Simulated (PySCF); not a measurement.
# Core-level binding energies of (HBe-mu-NH2)2

Compound: (HBe-mu-NH2)2.
Geometry (PBE0-D3(BJ)/def2-SVP, Å), atoms numbered from 1 in this order:
```xyz
10
Be2H6N2 angstrom
Be     0.6429    0.8252   -0.5026
H      1.3393    1.9379   -0.8411
N      1.0210   -0.5682    0.4221
Be    -0.6591   -0.5718    0.7654
H     -1.3950   -0.9951    1.8221
N     -1.0104    0.3844   -0.6134
H      1.7185   -0.5444    1.1649
H      1.2914   -1.3590   -0.1707
H     -1.7528    1.0826   -0.6065
H     -1.1959   -0.1917   -1.4402
```

Level of theory: PySCF 2.14.0, delta-SCF UKS SCAN, pcX-2 on the ionised atom, pcseg-1 elsewhere, spin-free X2C. Vertical ΔSCF values, vacuum level as zero.

Q: Give the core binding energies atom by atom.

A: 
```
atom(s)     bonded to  level  binding energy (eV)  count
Be1/Be4     2 N and H  Be 1s               119.56      2
  N3/N6  2 H and 2 Be   N 1s               405.28      2
```

Q: Which effective nuclear charge Zeff reproduces each element's mean 1s value in the hydrogen-like formula E = 13.606 eV × Zeff²?

A: Be (Z = 4): mean 119.6 eV, Zeff = 2.96, Z − Zeff = 1.04; N (Z = 7): mean 405.3 eV, Zeff = 5.46, Z − Zeff = 1.54. Means run over the listed sites, weighted by atom count.

Q: Express the binding energy of Be 1s of Be1/Be4 in atomic units and per mole.

A: 119.56 eV = 4.3937 Eh = 11536 kJ/mol.

The first atom of each set that the bonding makes equivalent was ionised and stands for the set. The structure is a single PBE0-D3(BJ)/def2-SVP conformer in the gas phase; no vibrational or solvent corrections.

Hardware: one thread of an Arm Neoverse V1, on a shared host. Cost: 5.5 s.
